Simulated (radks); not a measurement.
Values are calculated unless marked as measured or tabulated.
Problem. Ionisation of the lead ion Pb35+, [Kr] 4d10 4f1, to Pb36+, [Kr] 4d10, under several functionals. Dirac Kohn-Sham, spin-unpolarised, spherical densities, finite nucleus; open shells are shared between the two j in proportion to 2j + 1; a radial shooting solver on a logarithmic mesh with Libxc functionals. Known Delta-SCF values: PBE 1401.3 eV. What does SOGGA give, and what is its highest occupied eigenvalue?

Solution. 1401.1 eV by Delta-SCF; the 4f7/2 eigenvalue is -1366.3 eV. NIST: 1430 eV (theoretical).

Beside tabulated values, note that spin-unpolarised runs miss the spin-polarisation part of the exchange energy of open shells.
